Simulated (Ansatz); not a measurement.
Correlation energies of C2H2Cl3F3GeO (`FC(F)(F)C[O][Ge]([Cl])([Cl])[Cl]`) by basis set

Z-matrix (Å, degrees):
```
C
F 1 1.339
F 1 1.332 2 108.0
F 1 1.332 2 108.0 3 116.3
C 1 1.514 2 109.1 3 -121.8
O 5 1.403 1 108.1 2 -179.9
H 5 1.095 1 107.4 2 58.7
H 5 1.095 1 107.5 2 -58.6
Ge 6 1.750 5 120.6 1 -178.8
Cl 9 2.102 6 106.3 5 179.8
Cl 9 2.122 6 109.6 5 59.4
Cl 9 2.122 6 109.7 5 -59.8
```

Charge 0, multiplicity 1. Correlated methods include outer-core shells of Ge, which these sets cover unevenly. Scalar relativity is left out up to krypton. All single points use the PBE0-D4/def2-TZVP geometry. It is one conformer, not always the lowest. Frozen core, restricted reference, Ansatz 0.2.0.

| basis | HF (Eh) | MP2 corr. |
| --- | --- | --- |
| def2-SVP | -3903.05955 | -1.60753 |
| def2-TZVPP | -3904.35893 | -2.09877 |
| def2-QZVPP | -3904.45826 | -2.53307 |

Problem. Estimate the CCSD correlation energy and the (T) correction in each basis where they were run (hartree).

Solution. 
| basis | CCSD corr. | (T) |
| --- | --- | --- |
| def2-SVP | -1.65505 | -0.03926 |
| def2-TZVPP | -2.14687 | -0.08251 |
